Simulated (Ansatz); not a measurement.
`[CH3][In]([CH3])[C](C)(C)C`, relaxed with RKS PBE0-D4/def2-TZVP in Ansatz 0.2.0 from a GFN2-xTB geometry. The force threshold is 0.005 eV/Å; the program also tests the step.

The species carries charge 0 and has multiplicity 1. In takes the def2 core potential.

Start:

```xyz
22

C     1.116   -1.875    2.133
In   -0.306   -1.000    0.606
C    -2.349   -1.929    0.337
C     0.294    0.877   -0.591
C     1.801    0.869   -0.800
C    -0.114    2.098    0.224
C    -0.439    0.868   -1.924
H     0.649   -2.745    2.593
H     1.339   -1.143    2.908
H     2.052   -2.179    1.666
H    -2.498   -2.252   -0.692
H    -2.436   -2.791    0.997
H    -3.128   -1.210    0.591
H     2.100    0.006   -1.400
H     2.129    1.775   -1.316
H     2.318    0.816    0.161
H     0.149    3.022   -0.299
H     0.391    2.098    1.192
H    -1.193    2.099    0.397
H    -0.221    1.775   -2.496
H    -1.518    0.816   -1.765
H    -0.136    0.006   -2.522
```

```tsv
step	energy (eV)	largest force (eV/Å)	largest move (Å)
1	-11634.9926	0.819	0.000
2	-11635.1197	0.185	0.194
3 (rejected)	-11635.1008	0.579	0.104
4	-11635.1503	0.061	0.052
5	-11635.1547	0.027	0.031
6	-11635.1551	0.090	0.023
7	-11635.1555	0.017	0.008
8	-11635.1556	0.005	0.014
```

End:

```xyz
22

C     1.087   -1.802    2.063
In   -0.309   -0.991    0.618
C    -2.275   -1.851    0.320
C     0.270    0.790   -0.543
C     1.776    0.810   -0.765
C    -0.138    2.015    0.268
C    -0.451    0.808   -1.883
H     0.686   -2.684    2.563
H     1.321   -1.048    2.818
H     2.024   -2.072    1.569
H    -2.405   -2.136   -0.727
H    -2.433   -2.730    0.946
H    -3.045   -1.112    0.555
H     2.118   -0.041   -1.362
H     2.073    1.722   -1.306
H     2.332    0.797    0.177
H     0.133    2.937   -0.271
H     0.365    2.058    1.240
H    -1.217    2.057    0.445
H    -0.195    1.720   -2.445
H    -1.539    0.794   -1.766
H    -0.176   -0.043   -2.513
```

Run time 18 s (2 threads of an AMD EPYC 7R13 on a shared host and a share of an NVIDIA H100 80 GB); peak host memory 0.99 GiB.
